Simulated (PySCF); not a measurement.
Job file and geometry (Å, from GFN2-xTB) of an NMR shielding run on `CO[C@@H]1CCC[P@]1(C)=S`, C6H13OPS, PySCF, GIAO PBE0/pcSseg-1 NMR shielding, non-relativistic, gas phase; density fitting, a coarse starting grid and PySCF grid level 2 are the driver's defaults:

```
$ OMP_NUM_THREADS=1 python probes_run.py task.json out

{"job": {"kind": "nmr", "xc": "PBE0", "basis": "pcSseg-1"}, "charge": 0, "multiplicity": 1}
C      2.737670     0.752324    -0.410824
O      1.791580    -0.278000    -0.582153
C      0.752357    -0.254550     0.354476
C      0.049347    -1.608856     0.351653
C     -0.817606    -1.649865    -0.904638
C     -1.694596    -0.399905    -0.886209
P     -0.623936     0.937917    -0.172648
C     -1.409555     1.405370     1.427922
S     -0.258933     2.446201    -1.335770
H      3.442830     0.657836    -1.233320
H      2.266299     1.738119    -0.447815
H      3.266130     0.639220     0.544623
H      1.135315     0.010492     1.353572
H      0.791004    -2.407519     0.348865
H     -0.571903    -1.702339     1.244516
H     -0.158383    -1.625822    -1.773596
H     -1.419072    -2.558711    -0.943794
H     -2.021522    -0.103451    -1.883961
H     -2.576382    -0.536680    -0.255536
H     -1.569845     0.542217     2.070272
H     -2.360039     1.889425     1.207367
H     -0.761172     2.125963     1.926149
```

Q: Write the output of this run.

A: 
```
coarse grid: 18912 points
cycle   1  E = -1050.3754642658  dE =  1.212e+00  |g| = 6.763e-01  |ddm| = 4.252e+00
cycle   2  E = -1050.2699331097  dE =  1.055e-01  |g| = 9.899e-01  |ddm| = 2.071e+00
cycle   3  E = -1050.4778207834  dE = -2.079e-01  |g| = 1.356e-01  |ddm| = 1.395e+00
cycle   4  E = -1050.4817786710  dE = -3.958e-03  |g| = 4.292e-02  |ddm| = 1.898e-01
cycle   5  E = -1050.4822077219  dE = -4.291e-04  |g| = 1.274e-02  |ddm| = 6.227e-02
cycle   6  E = -1050.4822478451  dE = -4.012e-05  |g| = 4.404e-03  |ddm| = 2.587e-02
cycle   7  E = -1050.4822519439  dE = -4.099e-06  |g| = 1.083e-03  |ddm| = 6.985e-03
final grid: 171968 points
cycle   8  E = -1050.5500944478  dE = -4.609e-05  |g| = 1.335e-02  |ddm| = 3.935e-02
cycle   9  E = -1050.5500594198  dE =  3.503e-05  |g| = 1.876e-02  |ddm| = 2.558e-02
cycle  10  E = -1050.5501312518  dE = -7.183e-05  |g| = 1.908e-03  |ddm| = 1.723e-02
cycle  11  E = -1050.5501321176  dE = -8.658e-07  |g| = 2.346e-04  |ddm| = 2.672e-03
cycle  12  E = -1050.5501321277  dE = -1.008e-08  |g| = 1.063e-04  |ddm| = 4.655e-04
cycle  13  E = -1050.5501321303  dE = -2.625e-09  |g| = 3.771e-05  |ddm| = 2.153e-04
cycle  14  E = -1050.5501321307  dE = -3.938e-10  |g| = 9.536e-06  |ddm| = 7.075e-05
converged SCF energy = -1050.5501321307

GIAO shielding tensors (ppm)
atom      isotropic    diamagn.    paramagn.     s11        s22        s33       span
  0 C      125.766     244.375    -118.609     94.406    102.117    180.774     86.368
  1 O      298.489     397.617     -99.128    268.263    290.652    336.552     68.289
  2 C      101.373     254.232    -152.860     86.585     89.154    128.378     41.793
  3 C      148.345     248.971    -100.627    128.107    154.422    162.506     34.399
  4 C      159.724     248.719     -88.995    134.934    171.065    173.173     38.239
  5 C      146.025     256.394    -110.369    118.412    146.781    172.882     54.470
  6 P      277.373     964.488    -687.115    181.279    249.411    401.431    220.152
  7 C      159.908     255.338     -95.431    140.656    151.192    187.874     47.218
  8 S      742.329    1058.510    -316.182    634.642    764.958    827.386    192.744
  9 H       28.035      28.398      -0.363     24.062     24.733     35.310     11.248
 10 H       26.824      30.123      -3.299     19.486     29.718     31.269     11.783
 11 H       28.627      29.171      -0.544     24.379     26.197     35.305     10.927
 12 H       28.454      34.640      -6.186     25.735     28.540     31.087      5.353
 13 H       29.586      30.851      -1.265     24.862     27.294     36.602     11.740
 14 H       30.332      32.242      -1.911     26.825     27.798     36.372      9.546
 15 H       29.373      31.045      -1.673     25.778     27.438     34.901      9.123
 16 H       29.933      29.512       0.421     24.313     27.248     38.237     13.924
 17 H       29.805      31.161      -1.356     25.908     28.460     35.047      9.139
 18 H       29.970      31.959      -1.990     25.620     28.809     35.481      9.861
 19 H       30.564      32.468      -1.904     25.639     29.179     36.876     11.237
 20 H       29.976      29.483       0.493     26.503     27.614     35.812      9.309
 21 H       30.137      30.549      -0.412     26.488     27.939     35.985      9.497
```

Q: Turn these shieldings into chemical shifts. δ = σ(ref) − σ, references computed at the same level: 13C (186.93 ppm) and 1H (31.72 ppm) vs TMS; 17O (336.08 ppm) against H2O; 31P (318.38 ppm) against H3PO4; CS2 for 33S (503.73 ppm).

A: Averaging equivalent atoms: C 2: 85.6; C 0: 61.2; C 5: 40.9; C 3: 38.6; C 4: 27.2; C 7: 27.0; O 1: 37.6; P 6: 41.0; S 8: -239; H 9/10/11: 3.89; H 12: 3.26; H 15: 2.34; H 13: 2.13; H 17: 1.91; H 16: 1.78; H 18: 1.75; H 19/20/21: 1.49; H 14: 1.39 ppm. Experimental scales use liquid or dissolved standards, which lie at an offset from isolated H2O (liquid H2O: subtract about 36 ppm) and H3PO4.

Size and cost of the density-fitted run: 232 basis functions, 49 s wall time on 1 thread of an Arm Neoverse V2, shared host; peak memory 1.1 GiB.
